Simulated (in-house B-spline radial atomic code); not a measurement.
A radial electron density 4πr²n(r) was computed for an atom or ion in its tabulated ground configuration with an all-electron radial atomic-structure program (B-spline basis); method: Dirac-Hartree-Fock, average of configuration. Columns: r (bohr), 4πr²n(r) (electrons per bohr), bar.

```
0.000513    3.101 #
0.000605    4.034 #
0.000715     5.25 ##
0.000845    6.807 ##
0.000998    8.783 ###
 0.00118     11.3 ####
 0.00139    14.38 #####
 0.00165     18.4 ######
 0.00194    23.06 ########
  0.0023    28.99 ##########
 0.00271     35.8 ############
 0.00321    43.98 ##############
 0.00379     53.1 #################
 0.00447    63.05 #####################
 0.00528     73.6 ########################
 0.00624    84.12 ############################
 0.00737    93.73 ###############################
 0.00871    101.5 #################################
  0.0103    106.6 ###################################
  0.0122    108.2 ###################################
  0.0144    106.3 ###################################
   0.017    101.9 #################################
    0.02    97.17 ################################
  0.0237    94.66 ###############################
   0.028    97.26 ################################
   0.033    105.7 ###################################
   0.039    118.5 #######################################
  0.0461    130.1 ###########################################
  0.0545    134.2 ############################################
  0.0644    126.9 ##########################################
   0.076    110.7 ####################################
  0.0898    94.27 ###############################
   0.106     87.3 #############################
   0.125    91.62 ##############################
   0.148    98.52 ################################
   0.175    94.37 ###############################
   0.207    73.94 ########################
   0.244    45.67 ###############
   0.288    21.19 #######
   0.341    6.942 ##
   0.403     1.57 #
   0.476   0.2302 
   0.562  0.02039 
   0.664 0.0009867
```

(1) Which atom or ion is it?
A. Os52+
B. Au52+
C. Re51+
D. Os51+

Results:

(1) D. The area under the curve, ∫4πr²n dr = ∫r·4πr²n d(ln r) on this logarithmic grid, is 25 electrons, which only this option has. The configuration is [Ar] 3d7.
